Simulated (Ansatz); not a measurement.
`C[SiH]([AlH2])[SbH2]` from Hartree–Fock to CCSD(T)

Cartesian coordinates in Å:
```
C 1.401 1.382 -0.496
Si 0.323 -0.119 -0.850
Al -0.216 -1.840 0.744
Sb -2.169 0.428 -0.215
H 1.107 2.246 -1.095
H 1.341 1.651 0.560
H 2.443 1.147 -0.728
H 0.281 -0.408 -2.311
H 0.090 -1.581 2.281
H -0.822 -3.201 0.191
H -2.152 -1.029 0.784
H -1.626 1.324 1.137
```

Charge 0, multiplicity 1. Correlated methods include outer-core shells of Sb, which these sets cover unevenly. Sb takes the def2 core potential. The structure was optimised at the PBE0-D4/def2-TZVP level. Frozen core, restricted reference, Ansatz 0.2.0.

```tsv
basis	HF (Eh)	MP2 corr.	CCSD corr.	(T)	CCSD(T) total
def2-SVP	-812.41121	?	-0.50926	-0.01605	?
def2-TZVPP	-812.65164	-0.75312	-0.79977	?	?
def2-QZVPP	?	?	–	–	–
```

Problem. Fill in the withheld values. (Best estimate.)

Solution. Computed: def2-SVP MP2 corr.: -0.44139; def2-SVP CCSD(T) total: -812.93652; def2-TZVPP (T): -0.02874; def2-TZVPP CCSD(T) total: -813.48015; def2-QZVPP HF (Eh): -812.67113; def2-QZVPP MP2 corr.: -1.01950.
